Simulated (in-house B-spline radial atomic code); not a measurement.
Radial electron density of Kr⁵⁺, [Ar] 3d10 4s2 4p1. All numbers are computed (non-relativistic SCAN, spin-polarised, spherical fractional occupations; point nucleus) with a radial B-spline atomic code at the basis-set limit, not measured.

Columns: r (bohr), 4πr²n(r) (electrons per bohr), bar.

```
 0.00179    1.142 #
 0.00218    1.647 #
 0.00265    2.353 ##
 0.00322    3.334 ###
 0.00392    4.699 ####
 0.00477    6.545 #####
  0.0058    8.986 #######
 0.00705    12.14 ##########
 0.00857    16.08 #############
  0.0104    20.77 #################
  0.0127    26.28 ######################
  0.0154     31.9 ##########################
  0.0187    37.25 ###############################
  0.0228    41.59 ##################################
  0.0277    43.91 ####################################
  0.0336     43.8 ####################################
  0.0409    41.49 ##################################
  0.0497    38.33 ################################
  0.0605     36.5 ##############################
  0.0735    38.07 ################################
  0.0894    43.35 ####################################
   0.109    49.94 #########################################
   0.132    53.09 ############################################
   0.161     49.6 #########################################
   0.195    40.87 ##################################
   0.237    32.39 ###########################
   0.289    30.02 #########################
   0.351    33.63 ############################
   0.427    36.96 ###############################
   0.519     33.9 ############################
   0.631    24.74 #####################
   0.767    14.57 ############
   0.932    7.762 ######
    1.13    4.682 ####
    1.38    3.298 ###
    1.68     2.13 ##
    2.04    1.019 #
    2.48   0.3209 
    3.01  0.06274 
    3.66 0.006887 
    4.45 0.0003907 
    5.41 1.042e-05
```

On this grid the curve has 3 maxima, near 0.0277, 0.132, 0.427 bohr.

The 4s up radial function P(r) = rR(r), positive near the nucleus:

```csv
r (bohr),P
0.000556,0.01143
0.000821,0.01672
0.00121,0.0243
0.00179,0.03519
0.00265,0.05047
0.00392,0.07122
0.0058,0.09815
0.00857,0.1303
0.0127,0.1634
0.0187,0.1855
0.0277,0.176
0.0409,0.1061
0.0605,-0.04273
0.0894,-0.2305
0.132,-0.3177
0.195,-0.1267
0.289,0.3017
0.427,0.5012
0.631,0.0591
0.932,-0.6984
1.38,-0.9638
2.04,-0.5495
3.01,-0.1202
4.45,-0.007142
```
